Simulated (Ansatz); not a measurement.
Computed with Ansatz on PBE0-D4/def2-TZVP structures; ΔE is electronic, products minus reactants. CBS: MP2 limit from def2 TZ/QZ plus the TZ coupled-cluster correction, frozen cores. This one scheme is used for every species. Functionals use def2-TZVPP. Triplets are unrestricted, without spin–orbit coupling. Each species was taken in one conformer, which may not be the lowest.

`[CH3][AlH][SiH2]S` → `[CH2]` (triplet) + `[AlH2][SiH2]S`  (formal loss of a carbene)

`[CH3][AlH][SiH2]S`:

```xyz
11

C    -0.445   -1.178   -2.004
Al    0.625   -0.063   -0.812
Si   -0.215    0.566    1.416
S     1.293    1.775    2.359
H    -1.427   -1.435   -1.602
H    -0.593   -0.677   -2.967
H     0.084   -2.113   -2.222
H     2.059    0.447   -1.272
H    -0.509   -0.629    2.262
H    -1.498    1.326    1.336
H     0.626    1.981    3.508
```

`[CH2]` (triplet):

```xyz
3

C    -0.189   -0.165    0.115
H     0.030    0.698    0.724
H     0.159   -0.532   -0.839
```

`[AlH2][SiH2]S`:

Z-matrix (Å, degrees):
```
Si
S 1 2.149
Al 1 2.458 2 107.2
H 1 1.493 2 110.1 3 -121.7
H 1 1.493 2 110.2 3 121.7
H 2 1.344 1 96.4 3 180.0
H 3 1.588 1 119.4 2 180.0
H 3 1.586 1 120.7 2 -0.0
```

Question: Is it downhill or uphill in electronic energy at CCSD(T)/CBS, and by how much? (Best estimate.)

Answer: Ansatz gave: Uphill: ΔE = +480.8 kJ/mol.

Question: What do these levels give: PBE-D4, ωB97X-V, ωB97M-V, r2SCAN, SCS-MP2/def2-TZVPP, CCSD/def2-TZVPP, CCSD(T)/def2-TZVPP, HF/def2-QZVPP, MP2/def2-QZVPP, SCS-MP2/def2-QZVPP, MP2/CBS(def2), CCSD/CBS(def2)? (Best estimate.)

Answer: The calculation gave: PBE-D4 488.4, ωB97X-V 488.3, ωB97M-V 484.1, r2SCAN 460.3, SCS-MP2/def2-TZVPP 480.3, CCSD/def2-TZVPP 456.3, CCSD(T)/def2-TZVPP 468.1, HF/def2-QZVPP 326.4, MP2/def2-QZVPP 490.6, SCS-MP2/def2-QZVPP 489.1, MP2/CBS(def2) 495.9, CCSD/CBS(def2) 469.0 kJ/mol.

Largest T1 diagnostic among the species: 0.012.

The D4 term adds +7.7 kJ/mol with B3LYP and +4.3 kJ/mol with PBE0; it sums over pairs of atoms, weighted by their polarisabilities, and B3LYP, whose exchange is more repulsive, gets the larger term. In def2-TZVPP, CCSD(T) changes the Hartree–Fock value by +142.0 kJ/mol (the triples alone add +11.9 kJ/mol) and MP2 by +157.1 kJ/mol.

B3LYP here is the variant with VWN-RPA as its local correlation; programs differ in this.
